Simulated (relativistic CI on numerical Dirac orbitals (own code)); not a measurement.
# Hyperfine structure of Sm²⁺, mass number 147

Method of calculation: Dirac-Coulomb-Breit CI, separate exchange-only KLI orbitals for each configuration, model QED (radiative potential, 1s self-energy scaled to tabulated hydrogen-like ionisation energies), valence Slater integrals scaled by 0.85, P86 correlation energy added to each configuration (own radial code, finite nucleus).

CI space (outside the closed core [Xe]): 4f⁶, 4f⁵6s, 4f⁵6p, 4f⁵7s. The list is cut by size and lacks configurations that can hold low levels.

Nuclear spin I = 7/2, μ = -0.809 μN, Q = -0.26 b (tables of Stone and Pyykkö). The electronic factors are computed for point nuclear moments, without core polarisation; leaving it out makes A of s and p electrons in near-neutral atoms 20 to 40 % too small, and it can dominate for d and f shells.

```csv
Level,E (eV),A (MHz),B (MHz)
4f⁶ ⁷F1,0.0364,-30.02,-72.5
4f⁶ ⁷F2,0.1013,-37.96,-77
4f⁶ ⁷F3,0.1861,-47.33,-41.7
4f⁶ ⁷F4,0.2840,-57.11,26.4
4f⁶ ⁷F5,0.3904,-66.83,125
4f⁶ ⁷F6,0.5017,-76.35,253
4f⁶ ⁵D1,1.9398,-33.94,-20.2
4f⁶ ⁵D2,2.1787,-48.01,-7.45
```

Levels with J = 0, under 50 % of one LS term, or S terms without an open s electron are left out. Small factors come from cancelling terms and can be off by tens of per cent or more.

Correlation outside the listed configurations is missing or only estimated: errors of thousands of cm⁻¹ between configurations and terms are usual at this charge. Rates and lifetimes follow the computed energies and can be off by large factors. The fine structure of a lone outer electron comes out too small, for d and f at times inverted, and misplaced configurations move strength between like terms. 6 of the 28 excited levels that our extract of the measured tables holds in this range could be paired (the sources list more); they are missed by 10 cm⁻¹ on average and 20 at most, and levels without a partner can miss by more. Some levels of the ground configuration have no partner and can miss by 10 % or more.

Task: Give the hyperfine levels of 4f⁶ ⁷F1 relative to its centre of gravity.

Result: With K = F(F + 1) − I(I + 1) − J(J + 1), E = AK/2 + B[¾K(K + 1) − I(I + 1)J(J + 1)]/[2I(2I − 1)J(2J − 1)]: F = 5/2: 96.25, F = 7/2: 81.8, F = 9/2: -123.2 MHz.
